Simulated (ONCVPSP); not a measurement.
# Before and after: ONCV potential for Al

```json
{
 "Element": "aluminium (Al)",
 "Generator": "ONCVPSP 4.0.1",
 "Type": "optimised norm-conserving Vanderbilt (ONCV)",
 "Functional": "PBE",
 "Relativity": "scalar-relativistic",
 "Frozen core": "[Ne]",
 "Valence charge": "3",
 "Reference configuration": "3s2 3p0.5 (charge +0.5)",
 "Partial waves": "3s: rc 1.70 bohr, ncon 4, nbas 8, qcut 4.6 1/bohr, 2 projectors, debl 0.8 Ha; 3p: rc 1.80 bohr, ncon 4, nbas 9, qcut 4.9 1/bohr, 2 projectors, debl 2.4 Ha; d scattering state at 0.3 Ha: rc 1.60 bohr, ncon 4, nbas 9, qcut 5.4 1/bohr, 2 projectors, debl 3.4 Ha",
 "Local potential": "polynomial inside 1.40 bohr (lpopt 4, dvloc0 -1 Ha)",
 "Core correction": "Teter function, fcfact 4, rcfact 1.5"
}
```

Change: s: qcut 4.4; p: qcut 4.7; d: qcut 5.2.

Cutoffs: the cutoffs (Ha) at which the residual kinetic energy of the hardest occupied pseudo-wave falls to 1 and 0.1 mHa per electron; they do not see the model core or the augmentation charge, which bear on the density cutoff. Errors are all-electron minus pseudo energies relative to the spin-unpolarised reference configuration.

Problem. How do hardness, ghosts and transferability respond?

Solution. The potential gets neither clearly harder nor softer (5.9 Ha and 9.8 Ha → 5.9 Ha and 9.0 Ha); the bound ghost in s disappears; the errors of the 4 common tests hardly move; the range in which the s phases agree narrows (upper end at the end of the scan → 2.2).

| quantity | base | changed |
| --- | --- | --- |
| cutoff, loose | 5.9 Ha | 5.9 Ha |
| cutoff, tight | 9.8 Ha | 9.0 Ha |
| loose cutoff by channel | s 5.9 Ha, p 2.2 Ha | s 5.9 Ha, p 2.2 Ha |
| bound ghosts | s | none |
| GHOST(+) flags under 300 eV | none | s at 71.3 eV |
| error for 3s2 3p1, meV [ΔE -2.09 eV] | +0.3 | +0.3 |
| error for 3s2 3p0, meV [ΔE 3.68 eV] | -0.4 | -0.4 |
| error for 3s1 3p0, meV [ΔE 22.90 eV] | -25 | -24 |
| error for 3s1 3p2, meV [ΔE 3.05 eV] | -3.0 | -3.0 |
| s: phases at 1.73 bohr within 0.05 rad from the reference energy up to (Ha; the scan ends near 5) | to the end of the scan | 2.2 |
| p: phases at 1.83 bohr within 0.05 rad from the reference energy up to (Ha; the scan ends near 5) | 3.7 | 3.7 |
| d: phases at 1.62 bohr within 0.05 rad from the reference energy up to (Ha; the scan ends near 5) | to the end of the scan | to the end of the scan |
| rms error of d²Exc/dni dnj with the model core, mHa | 1.07 | 1.06 |

Base: The cutoffs count occupied waves only; projector 2 of the p channel, the hardest unoccupied one, needs 92 Ha at the loose tolerance. Changed file: The cutoffs count occupied waves only; projector 2 of the p channel, the hardest unoccupied one, needs 93 Ha at the loose tolerance. A true bound ghost makes a file unfit for plane-wave use even where its test errors are small: the radial tests pick states by their node count and pass the ghost by.
